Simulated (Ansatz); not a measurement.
`CCCCCCCCCCCCCCSC(C)=O`, 50 atoms. Hardware: 2 threads of AMD EPYC 7R13 on a shared host and a share (18 GiB) of an NVIDIA H100 80GB HBM3.

Correlated methods freeze 22 core orbitals. Single mean-field runs in def2-SVP, def2-TZVP are fitted with def2-universal-jkfit.

Q: How many basis functions does each of these Ansatz runs have, and roughly what does it cost? LC-ωPBE/def2-TZVP, charge 0 singlet, energy, from earlier orbitals; PBE0-D4/def2-SVP, charge 0 singlet, energy, from earlier orbitals; ωB97X-V/def2-TZVP, charge 0 singlet, energy, from earlier orbitals; PBE-D4/def2-SVP, charge 0 singlet, relaxation, 5 steps; HF/6-31G, charge 0 singlet, energy; PBE-D4/def2-TZVP, charge 0 singlet, energy, from earlier orbitals; PBE-D4/def2-SVP, charge 0 singlet, energy, from earlier orbitals; PBE0-D4/def2-TZVP, charge -1 doublet at the geometry of the charge 0 singlet, energy; RPA@PBE/def2-SVP, charge 0 singlet, energy, from earlier orbitals; PBE0-D4/def2-TZVP, charge -1 doublet, energy, from earlier orbitals; PBE-D4/def2-TZVP, charge 1 doublet at the geometry of the charge 0 singlet, energy, from earlier orbitals; BLYP-D4/def2-TZVP, charge 0 singlet, energy, from earlier orbitals.

A: Other jobs shared the machine, so times can vary by a factor of up to 3. A dash marks memory too small to be measured apart from the calling script's.

| run | functions | fitting or Cholesky vectors | wall time | peak host memory (GiB) |
| --- | --- | --- | --- | --- |
| BLYP-D4/def2-TZVP, charge 0 singlet, energy, from earlier orbitals | 756 | 1981 | 7.5 s | – |
| HF/6-31G, charge 0 singlet, energy | 230 | 3271 | 9 s | – |
| PBE0-D4/def2-SVP, charge 0 singlet, energy, from earlier orbitals | 416 | 1981 | 9.1 s | – |
| PBE-D4/def2-SVP, charge 0 singlet, energy, from earlier orbitals | 416 | 1981 | 10 s | – |
| PBE-D4/def2-TZVP, charge 0 singlet, energy, from earlier orbitals | 756 | 1981 | 11 s | – |
| LC-ωPBE/def2-TZVP, charge 0 singlet, energy, from earlier orbitals | 756 | 1981 | 13 s | – |
| RPA@PBE/def2-SVP, charge 0 singlet, energy, from earlier orbitals | 416 | 4301 | 13 s | 2 |
| PBE0-D4/def2-TZVP, charge -1 doublet, energy, from earlier orbitals | 756 | 1981 | 13 s | – |
| ωB97X-V/def2-TZVP, charge 0 singlet, energy, from earlier orbitals | 756 | 1981 | 15 s | – |
| PBE0-D4/def2-TZVP, charge -1 doublet at the geometry of the charge 0 singlet, energy | 756 | 1981 | 16 s | 1.3 |
| PBE-D4/def2-TZVP, charge 1 doublet at the geometry of the charge 0 singlet, energy, from earlier orbitals | 756 | 1981 | 19 s | 1.3 |
| PBE-D4/def2-SVP, charge 0 singlet, relaxation, 5 steps | 416 | 1981 | 22 s | – |
